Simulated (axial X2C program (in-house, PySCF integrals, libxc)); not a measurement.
## Curves of CuI from open-shell CI on d9 s1 p(π)0

Calculated with an in-house all-electron X2C program for linear molecules (integrals from PySCF): two-component X2C with atomic mean-field Coulomb and Gaunt terms, basis Cu dyall-v3z, I dyall-v3z (cores contracted in-house). Orbitals come from Hartree–Fock averaged over the configuration Cu d9 s1 p(π)0; CI then distributes these electrons over the d, s, p(π) shells of Cu.

Scan along the bond; masses Cu 62.930 u, I 126.904 u. Energies in cm⁻¹ from the lowest point; levels are followed by energy order within each Ω. Lowest level at 2.551 Å: 100% d9 s1.

| R (Å) | (1)Ω=0 | (1)Ω=1 | (1)Ω=2 | (2)Ω=0 | (2)Ω=1 | (1)Ω=3 | (3)Ω=0 | (2)Ω=2 | (3)Ω=1 |
| --- | --- | --- | --- | --- | --- | --- | --- | --- | --- |
| 2.372 | 1260 | 1342 | 1900 | 2484 | 2563 | 3169 | 3516 | 3778 | 4757 |
| 2.462 | 252 | 336 | 938 | 1533 | 1588 | 2180 | 2531 | 2799 | 3771 |
| 2.551 | 0 | 86 | 696 | 1302 | 1343 | 1900 | 2281 | 2528 | 3500 |
| 2.653 | 356 | 443 | 1038 | 1655 | 1688 | 2185 | 2623 | 2825 | 3799 |
| 2.755 | 1186 | 1273 | 1836 | 2464 | 2494 | 2918 | 3430 | 3568 | 4549 |
| 2.870 | 2487 | 2574 | 3091 | 3730 | 3760 | 4093 | 4701 | 4753 | 5745 |
| 3.010 | 4373 | 4458 | 4914 | 5564 | 5600 | 5812 | 6550 | 6484 | 7490 |

Q: Fit the curves (1)Ω=0, (1)Ω=1, (1)Ω=2, (2)Ω=0, (2)Ω=1, (1)Ω=3, (3)Ω=0, (2)Ω=2, (3)Ω=1 near their minima.

A: From the open-shell CI curves, Te from the lowest:

```tsv
level	Te (cm⁻¹)	Re (Å)	ωe (cm⁻¹)
(1)Ω=0	0	2.544	234.3
(1)Ω=1	86	2.544	234.3
(1)Ω=2	696	2.544	229.4
(2)Ω=0	1301	2.542	230.0
(2)Ω=1	1343	2.544	230.6
(1)Ω=3	1901	2.551	224.1
(3)Ω=0	2281	2.545	231.0
(2)Ω=2	2530	2.550	224.7
(3)Ω=1	3501	2.550	225.6
```

Without dynamic correlation distances can be off by several hundredths of an Å (long for ionic bonds, short for multiple bonds) and the wavenumbers are rough.

The 9 lowest curves are shown; the next is (4)Ω=0, from 3592 cm⁻¹.

There is no dynamic correlation: spin–orbit spacings and, for f shells, spacings inside one term are the most reliable numbers, splittings between terms come out too wide, and energies between configurations are not reliable, so the lowest level need not be the ground state of the molecule. For d shells the ligand-field splittings (σ, π, δ) and their order can be off by a thousand cm⁻¹ or more. At most 4 roots were kept for each Ω > 0 (twice that for Ω = 0) within 3.2 eV of the lowest, so higher up levels can be missing between those listed; levels with Ω > 0 are doubly degenerate and listed once, Ω = 0 levels singly. States that fill the shells left empty in the average are placed too high.
